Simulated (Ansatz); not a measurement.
Reaction (redistribution): `B[SiH2]O[SiH2]F` + `FBB[SiH3]` → `F[SiH2]B[SiH3]` + `B[SiH2]OBF`

Isolated molecules relaxed with PBE0-D4/def2-TZVP in Ansatz; ΔE leaves out vibrations. CCSD(T)/CBS is the MP2 limit (def2-TZVPP, def2-QZVPP) plus CCSD(T) − MP2 in def2-TZVPP, frozen cores. Functionals use def2-TZVPP. B3LYP here is the variant with VWN-RPA as its local correlation; programs differ in this. Each species was taken in one conformer, which may not be the lowest.

```tsv
level	ΔE (kJ/mol)	difference from CCSD(T)/CBS
ωB97X-V	-21.4	-1.1
ωB97M-V	-21.7	-1.4
r2SCAN	-24.2	-3.9
PBE0	-28.3	-8.0
B3LYP	-22.8	-2.5
HF/def2-TZVPP	-14.3	6.0
HF/def2-QZVPP	-12.5	7.8
SCS-MP2/def2-QZVPP	-15.8	4.5
MP2/CBS(def2)	-17.0	3.3
CCSD/CBS(def2)	-18.5	1.8
CCSD(T)/CBS	-20.3	0
```

Largest T1 diagnostic among the species: 0.014.

In def2-TZVPP, CCSD(T) changes the Hartree–Fock value by −8.4 kJ/mol (the triples alone add −1.8 kJ/mol) and MP2 by −5.2 kJ/mol. From PBE to PBE0 (25 % exact exchange), in def2-TZVPP and without D4, ΔE moves by +3.6 kJ/mol.
